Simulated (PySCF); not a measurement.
Species: C₆H₆NS₂ (charge -1).
SMILES with atom numbers: `[CH3:1]/[N:2]=[CH:3]\[c:4]1[cH:5][cH:6][c:7]([S-:8])[s:9]1` (hydrogens: H10, H11, H12 on C1; H13 on C3; H14 on C5; H15 on C6)

Cartesian coordinates in Å at the GFN2-xTB level; atoms count from 1:
```
atom  x, y, z in Å
C1    -2.5352    0.1926   -0.3124
N2    -2.0757   -1.1666   -0.2935
C3    -0.8225   -1.4488   -0.2540
C4     0.3470   -0.6515   -0.2233
C5     0.5791    0.7160   -0.2308
C6     1.9144    1.0778   -0.1859
C7     2.8099    0.0149   -0.1395
S8     4.4755    0.0883   -0.0816
S9     1.9003   -1.4982   -0.1562
H10   -2.1800    0.7398   -1.1948
H11   -2.2225    0.7484    0.5804
H12   -3.6285    0.1687   -0.3391
H13   -0.6241   -2.5197   -0.2406
H14   -0.2081    1.4497   -0.2729
H15    2.2660    2.0968   -0.1836
```

The geometry is computed with GFN2-xTB (gas phase).

Masses are those of the commonest isotopes; rigid-rotor values at the optimised geometry. The values belong to one conformer with, in the numbering `[CH3:1]/[N:2]=[CH:3]\[c:4]1[cH:5][cH:6][c:7]([S-:8])[s:9]1`, N2–C3–C4–C5 0°.

(1) Give the principal moments of inertia and the rotational constants in cm⁻¹.

(2) Classify the top.

(3) What does the inertial defect say?

(4) Give the other two planar moments, Paa and Pbb, and the rms extents of the mass along the axes.

(5) Where do the levels up to J = 3 lie, in MHz?

(6) Estimate the classical rotational partition function at 25 K, 50 K and 500 K.

Results:

(1) Ia = 127.87, Ib = 838.11, Ic = 962.80 u·Å²; 505379 MHz·u·Å²/I gives 3952, 603.0 and 524.9 MHz, that is A = 0.13183, B = 0.02011, C = 0.01751 cm⁻¹.

(2) A near-prolate asymmetric top: κ = (2 × 603.0 − 3952 − 524.9)/(3952 − 524.9) = -0.95.

(3) Not planar: Δ = Ic − Ia − Ib = -3.19 u·Å². For a rigid frame Δ = −2 Σ m c², so Σ m c² = 1.59 u·Å² lies off the ab plane, practically all of it from hydrogen. The atom farthest from that plane is 0.90 Å away.

(4) Paa = Σ m a² = (Ib + Ic − Ia)/2 = 836.52 and Pbb = Σ m b² = (Ia + Ic − Ib)/2 = 126.28 u·Å². With the mass M = 155.99 u, the rms extents √(P/M) along a, b and c are 2.32, 0.90, 0.10 Å.

(5) Above 0(0,0):
J = 1: 1(0,1) 1128, 1(1,1) 4477, 1(1,0) 4555
J = 2: 2(0,2) 3382, 2(1,2) 6655, 2(1,1) 6889, 2(2,1) 16937, 2(2,0) 16938
J = 3: 3(0,3) 6761, 3(1,3) 9921, 3(1,2) 10389, 3(2,2) 20320, 3(2,1) 20327, 3(3,1) 37262, 3(3,0) 37262
Those of J = 1 are B + C, A + C and A + B.

(6) Point group Cs, symmetry number σ = 1; q = (√π/σ)·√((kT/h)³/(ABC)), k/h = 20836.6 MHz/K: 18800 at 25 K, 53300 at 50 K, 1690000 at 500 K.

Stationary, but not proved a minimum. Zero-point vibration and centrifugal distortion are left out.
